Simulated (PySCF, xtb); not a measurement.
Si(F)(Cl)(Me)2 (C2H6ClFSi), SMILES C[Si](C)(F)Cl.

xtb with GFN2-xTB at its own geometry gives an orbital gap of 6.80 eV and a dipole moment of 2.61 D.

The structure is a stationary point at ωB97X-D3(BJ)/def2-SVP.

Task: What does PBE/def2-TZVP (PySCF) give? (An estimate is asked for; the answer gives what the named calculation found.)

Result: gap 7.45 eV (levels -7.36 and 0.09 eV), dipole 2.40 D.
